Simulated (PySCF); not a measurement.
Compound: Zr(SMe)2Cl2, C2H6Cl2S2Zr (singlet state).
SMILES: `C[S][Zr]([Cl])([Cl])[S]C`

The calculation used TDDFT wB97X-D/def2-SVPD, vertical, gas phase, core orbitals frozen in the response, def2 core potentials past Kr in PySCF 2.14.0, density-fitted response routines. Isolated species at its PBE0-D3(BJ)/def2-SVP geometry, gas phase. Spin–orbit coupling is left out.

Computed states:

| state | E (eV) | f |
| --- | --- | --- |
| S1 | 3.51 | 0.0001 |
| S2 | 3.53 | 0.0012 |
| S3 | 4.17 | 0.0021 |
| S4 | 4.56 | 0.0018 |
| S5 | 4.77 | 0.076 |
| S6 | 4.91 | 0.036 |
| S7 | 4.98 | 0.0002 |
| S8 | 5.02 | 0.0021 |
| S9 | 5.09 | 0.014 |
| S10 | 5.29 | 0.0026 |

Each state is given a Gaussian of 0.3 eV full width at half maximum, with ε(max) = 2.175×10⁸ f / Δν̃ (Δν̃ the width in cm⁻¹). The width is an assumption, not a result. The curve ends short of the highest state used, and states not computed would add to its high-energy end.

Question: What does the envelope look like, and where are its maxima?

Answer: 
```
E (eV)  ε (L mol⁻¹ cm⁻¹)
  3.06                 0
  3.11                 1
  3.17                 2
  3.23                 8
  3.28                18
  3.34                40
  3.40                71
  3.45                96
  3.51               114
  3.56               111
  3.62                88
  3.68                56
  3.73                32
  3.79                16
  3.85                13
  3.90                22
  3.96                51
  4.01                88
  4.07               141
  4.13               182
  4.18               191
  4.24               170
  4.30               139
  4.35               140
  4.41               237
  4.46               484
  4.52              1160
  4.58              2477
  4.63              4108
  4.69              6388
```

Maxima: 352 nm (3.53 eV), ε about 120, made up of S2 (95%); 297 nm (4.17 eV), ε about 190, made up of S3 (99%) (ε in L mol⁻¹ cm⁻¹; maxima over ε = 5, shares over 10%). At its high-energy end, 4.69 eV, the curve is still rising (ε about 6400, from S5 and S6).

Question: What would ε be at 4.17 eV, the highest of these maxima, with half the width (0.15 eV)?

Answer: About 379 L mol⁻¹ cm⁻¹ against 191, a factor of about 1.98; a lone state at its own centre would give exactly 2.

Question: On this curve, what absorbance would a 10⁻⁴ mol/L sample give at 280 nm over a 1 cm path?

Answer: 280 nm is 4.428 eV, where ε is about 300 L mol⁻¹ cm⁻¹, so A = ε c l ≈ 0.03 (Beer–Lambert, with the gas-phase spectrum and the assumed width).

Question: Coming from long wavelengths, where does ε first pass 100 L mol⁻¹ cm⁻¹?

Answer: At about 358 nm (3.46 eV), 0.05 eV below S1.

The vertical ionisation energy (ΔSCF) is 9.50 eV, 4.21 eV above S10.
